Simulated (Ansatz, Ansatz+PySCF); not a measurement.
```xyz
8

B    -0.8589    0.2924   -0.2036
N     0.6794   -0.2416    0.1707
H    -0.9640    0.1190   -1.4060
H    -1.6042   -0.4111    0.4576
H    -0.8690    1.4668    0.1242
H     0.8704   -0.1242    1.1523
H     0.7860   -1.2173   -0.0542
H     1.3717    0.2754   -0.3461
```

Basis set: def2-SVP (spherical functions). Correlated methods keep 2 orbitals frozen. Charge 0, multiplicity 3.

Computed with Ansatz (development build ahead of 0.2.0); each method stands on the lowest determinant of its kind that the runs found.

The atomization energy at this shape (free ground-state atoms in the same class of orbitals less the molecule, no zero-point energy) of triplet BNH6:

| method | atomization energy |
| --- | --- |
| UHF | 11.79 eV |

Task: What does UHF-MP2 give?

Result: 16.98 eV. Caution: another spin multiplicity may lie lower.
